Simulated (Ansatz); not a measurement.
A set of 12 reactions (group exchange), with CCSD(T)/CBS values in kJ/mol:

```tsv
reaction	ΔE
`N#[C][Sn]([F])([F])[F]` + `C=CC(C)C` → `C=[CH][Sn]([F])([F])[F]` + `CC(C)C#N`	-38.3
`N[SiH](O)C=S` + `[NH2][GeH2][OH]` → `[NH2][GeH2][SiH](N)O` + `OC=S`	60.6
`CC[Se]C=N` + `CI` → `CC[Se]C` + `N=CI`	22.3
`F[SiH2][SiH](Cl)Cl` + `C#N` → `N#C[SiH](Cl)[SiH2]F` + HCl	64.4
`[OH][Zn][CH2]Cl` + BH₃ → `[BH2][Zn][OH]` + `CCl`	-11.1
`Cl[CH](Cl)[InH2]` + `CCCCCl` → `CCC[CH](Cl)[InH2]` + `ClCCl`	3.1
`CCCCCl` + `CC#N` → `CCCCC#N` + `CCl`	8.7
`O[C](=S)[InH][F]` + `CI` → `[F][InH][CH2]I` + `OC=S`	17.4
`O=C[CH2][ZnH]` + `[SiH3][SiH3]` → `O=C[SiH2][SiH3]` + `[CH3][ZnH]`	28.7
`F[SiH](F)Br` + `CCCCC(C)C` → `CC(C)[SiH](F)F` + `CCCCBr`	108.2
`C=N[SiH2]O[SiH3]` + `C=C` → `C=C[SiH2]O[SiH3]` + `C=N`	45.3
`[BH2][SnH2][SiH2][SiH3]` + `CCF` → `[BH2][SnH2][CH3]` + `FC[SiH2][SiH3]`	56.7
```

Isolated molecules relaxed with PBE0-D4/def2-TZVP in Ansatz; ΔE leaves out vibrations. CCSD(T)/CBS is the MP2 limit (def2-TZVPP, def2-QZVPP) plus CCSD(T) − MP2 in def2-TZVPP, frozen cores. This one scheme is used for every species. Functionals use def2-TZVPP. B3LYP here is the variant with VWN-RPA as its local correlation; programs differ in this. def2 core potentials past Kr. For Br, Ge, I, In, Se, Sn, Zn outer-core shells are correlated without core-valence functions, which leaves a few kJ/mol of doubt a bond. Scalar relativity is left out up to krypton. Each species was taken in one conformer, which may not be the lowest.

Give the mean, mean absolute and largest difference (level minus CCSD(T)/CBS, kJ/mol) for: PBE-D4, ωB97X-V, B2PLYP, PBE, B3LYP, HF/def2-TZVPP, SCS-MP2/def2-TZVPP, CCSD/def2-TZVPP, CCSD(T)/def2-TZVPP, HF/def2-QZVPP, MP2/def2-QZVPP, SCS-MP2/def2-QZVPP, HF/CBS(def2), CCSD/CBS(def2). (Estimate.)

Computed: 
| level | mean | mean absolute | largest |
| --- | --- | --- | --- |
| PBE-D4 | -3.3 | 8.9 | -39.9 |
| ωB97X-V | -1.3 | 3.7 | -14.0 |
| B2PLYP | -0.1 | 4.3 | 8.9 |
| PBE | -3.4 | 9.3 | -39.8 |
| B3LYP | -1.6 | 7.1 | -18.8 |
| HF/def2-TZVPP | 2.4 | 6.4 | 14.9 |
| SCS-MP2/def2-TZVPP | 0.6 | 3.2 | 7.2 |
| CCSD/def2-TZVPP | -0.3 | 2.2 | -4.7 |
| CCSD(T)/def2-TZVPP | -0.3 | 2.0 | -5.5 |
| HF/def2-QZVPP | 2.7 | 6.8 | 14.9 |
| MP2/def2-QZVPP | 1.4 | 1.7 | 5.4 |
| SCS-MP2/def2-QZVPP | 0.9 | 2.7 | 8.7 |
| HF/CBS(def2) | 2.7 | 6.8 | 14.9 |
| CCSD/CBS(def2) | 0.0 | 1.4 | -3.8 |

The largest T1 diagnostic in the set is 0.019, for `O[C](=S)[InH][F]` (customary mark 0.02).

CCSD(T)/CBS is a level of theory with its own doubt, and the functionals carry their triple-zeta basis error, so these figures describe this set and don't rank the functionals.
